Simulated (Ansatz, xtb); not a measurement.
**C3H9AlO: which of two isomers lies lower**

We compare I, `C[CH](C)[AlH][OH]`, a singlet, with II, `CC[CH2][AlH][OH]`, a singlet. Both are isolated molecules in the gas phase, relaxed with PBE0-D3(BJ)/def2-SVP, each in the lowest conformer that the search found.

Quicker runs give these differences E(II) − E(I): GFN2-xTB −0.130 eV; HF/STO-3G −0.121 eV (at GFN2-xTB geometries); r2SCAN-D4/def2-SVP −0.117 eV (at GFN2-xTB geometries).

**Question.** Estimate E(II) − E(I) at the level CCSD(T)/def2-SVP + ΔMP2/def2-TZVPP.

**Answer.** Calculated at CCSD(T)/def2-SVP + ΔMP2/def2-TZVPP: E(II) − E(I) = −0.114 eV, so structure II lies lower.

The same difference at several levels:

```csv
level,geometry,E(II) − E(I) (eV),departure from the last row (eV),"job, with rough time for the two"
GFN2-xTB,GFN2-xTB,−0.130,−0.016,"optimisation, 1 s"
HF/STO-3G,GFN2-xTB,−0.121,−0.007,"single point, 1.6 s"
r2SCAN-D4/def2-SVP,GFN2-xTB,−0.117,−0.003,"single point, 10 s"
PBE0-D3(BJ)/def2-SVP,PBE0-D3(BJ)/def2-SVP,−0.102,+0.012,"optimisation, 8.3 min"
HF/def2-SVP,PBE0-D3(BJ)/def2-SVP,−0.145,−0.031,part of the CCSD(T) run
MP2/def2-SVP,PBE0-D3(BJ)/def2-SVP,−0.103,+0.011,part of the CCSD(T) run
CCSD(T)/def2-SVP,PBE0-D3(BJ)/def2-SVP,−0.105,+0.009,single point
CCSD(T)/def2-SVP + ΔMP2/def2-TZVPP,PBE0-D3(BJ)/def2-SVP,−0.114,,"single point, 1.8 min"
```

As drawn, both hold the same kinds of bond in the same numbers. Structure I has 2 methyl groups, II 1.

None of the levels shown reverses the order. The largest departure from CCSD(T)/def2-SVP + ΔMP2/def2-TZVPP is that of HF/def2-SVP, 0.031 eV. The last row adds to CCSD(T) the change of the MP2 difference between the two basis sets, here −0.009 eV.

With harmonic frequencies from PBE0-D3(BJ)/def2-SVP (ideal gas, rigid rotor, one conformer each, 298.15 K, 1 atm): on the last row, ΔE + ΔZPE = −0.106 eV. A mode under 50 cm⁻¹ makes harmonic enthalpies and free energies unreliable, so none is given.

The correlated steps freeze 9 core orbitals. Programs: Ansatz 0.2.0, xtb 6.7.1; the last row on 2 threads of Intel(R) Xeon(R) Processor @ 2.50GHz (Skylake/Cascade Lake) on a shared host.
